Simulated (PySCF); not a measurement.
A structure optimised at B3LYP-D3(BJ)/def2-SVP, used in a PySCF frequency run:

```xyz
5

In     0.2927     0.4549     0.0000
Cl    -1.3861     2.1029     0.0000
Br    -0.3075    -1.9420     0.0000
O      2.2108     0.9961     0.0000
H      2.2975     1.9616     0.0000
```

Problem. Write its SMILES, formula and point group.

Solution. [OH][In]([Cl])[Br], BrClHInO, Cs

Problem. What are its rotational constants (standard atomic weights)?

Solution. 2.9905, 1.0084, 0.75410 GHz
